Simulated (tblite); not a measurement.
Species: C3H9NO2Si.
Z-matrix (Å and degrees, GFN2-xTB geometry), rows numbered from 1:
```
C 
N   1  1.2469
Si  2  1.7395  1  133.47
O   3  1.6121  2  109.84  1  -110.31
C   4  1.3929  3  125.35  2   -51.33
O   3  1.6197  2  118.22  1     2.19
C   6  1.3920  3  126.39  2    68.00
H   1  1.0888  2  119.37  3   178.80
H   1  1.0961  2  124.97  3    -1.38
H   3  1.4608  2  101.81  1   128.04
H   5  1.0904  4  107.95  3   171.05
H   5  1.0925  4  110.49  3   -69.51
H   5  1.0914  4  111.12  3    50.95
H   7  1.0932  6  110.14  3    90.20
H   7  1.0914  6  108.34  3  -150.72
H   7  1.0927  6  111.82  3   -30.29
```

Computed with GFN2-xTB (tblite): harmonic, unscaled wavenumbers at the GFN2-xTB geometry, gas phase. This tight-binding method is rough: wavenumbers can miss measured ones by several per cent, in bad cases by 10 to 20. Modes of hydrogen on silicon can be 10 to 20 % off. One conformer, not necessarily the lowest.

Harmonic wavenumbers (cm⁻¹): 46.0, 71.7, 77.4, 81.7, 104.3, 120.9, 127.6, 196.2, 284.4, 298.9, 360.8, 476.5, 676.4, 714.0, 726.4, 821.2, 835.4, 1008.2, 1133.9, 1139.1, 1139.8, 1147.4, 1149.9, 1168.7, 1184.8, 1417.7, 1422.5, 1455.7, 1479.5, 1485.2, 1492.2, 1496.2, 1772.1, 2280.0, 2845.6, 2940.9, 2949.6, 2953.9, 2955.5, 2970.0, 2978.7, 2989.7.

A = 2750, B = 1774, C = 1174 MHz; mass 119.040 u (most abundant isotopes); point group C1, symmetry number 1.

Q: Zero-point energy?

A: Half the sum of the wavenumbers: 26488 cm⁻¹ = 316.87 kJ/mol.

Q: Entropy at 200 K, 1 bar (ideal gas, RRHO, classical rotation)?

A: Translation 160.16, rotation 113.93, vibration 105.79: S = 379.9 J/(mol K).

Q: And Cp and H(200 K) − H(0)?

A: Cp = 123.42 J/(mol K), of which vibrations give 90.16 (their classical limit is 42 R = 349.2); H(200 K) − H(0) = 17.48 kJ/mol without the zero-point energy, 10.83 from vibrations.

Q: What must be added to the electronic energy to get the Gibbs energy at 200 K and 1 bar?

A: ZPE + [H(200 K) − H(0)] − T·S = 316.87 + 17.48 − 75.98 = 258.37 kJ/mol.

Q: How do the functions run with temperature in this model?

A: 
```tsv
T (K)	S (J/(mol K))	Cp (J/(mol K))	H − H(0) (kJ/mol)	G − H(0) (kJ/mol)	ln q(vib)
100	305.0	94.4	6.52	-23.98	2.65
300	435.1	151.3	31.20	-99.33	9.24
500	525.6	206.0	67.10	-195.71	14.45
800	636.1	264.2	138.32	-370.58	21.20
1000	698.0	290.4	193.91	-504.13	25.23
```

q(vib) and H(0) count from the zero-point level.

Hindered rotation and anharmonicity are outside this model. Other conformers, if any are populated, would add a mixing term that is left out. The structure is chiral; the term R ln 2 for an equal mix with its mirror image is left out.

On one thread, Arm Neoverse V1 (aarch64), shared host with 32 logical CPUs at a one-minute load of 13, this took 0.49 s. This covers the Hessian and the dipole derivatives.
